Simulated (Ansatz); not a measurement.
C₂H₅GaO, relaxed with RKS PBE0-D4/def2-TZVP in Ansatz 0.2.0 from a PBE-D4/def2-SVP geometry. The force threshold is 0.005 eV/Å; the program also tests the step.

Charge 0, multiplicity 1. The bonds changed during the relaxation, so this is another structure than the one it started from.

Start:

```xyz
9

C    -0.855    0.532   -0.155
Ga    2.197   -0.227    2.121
C     0.269   -0.470   -0.409
O     1.209   -0.493    0.626
H    -1.395    0.285    0.782
H    -1.588    0.524   -0.989
H    -0.451    1.561   -0.059
H     0.778   -0.221   -1.372
H    -0.165   -1.490   -0.545
```

(1) By how much does the energy fall, and how many steps does the optimiser take? (Estimate.)

(2) Which bonds change most? (Estimate.)

(3) Give the relaxed structure. (An estimate is asked.)

Answers

(1) Ansatz gave: 3.52 kJ/mol, in 12 steps, 3 of them rejected.

(2) Ansatz gave: Ga2–O4 from 1.811 to 1.788 Å; C3–H9 from 1.117 to 1.099 Å; C3–H8 from 1.117 to 1.099 Å; C1–H7 from 1.110 to 1.093 Å.

(3) The calculation gave: 
```xyz
9

C    -0.837    0.525   -0.143
Ga    2.115   -0.174    2.103
C     0.266   -0.476   -0.421
O     1.215   -0.516    0.597
H    -1.360    0.273    0.782
H    -1.566    0.534   -0.958
H    -0.425    1.533   -0.042
H     0.762   -0.224   -1.368
H    -0.170   -1.476   -0.549
```
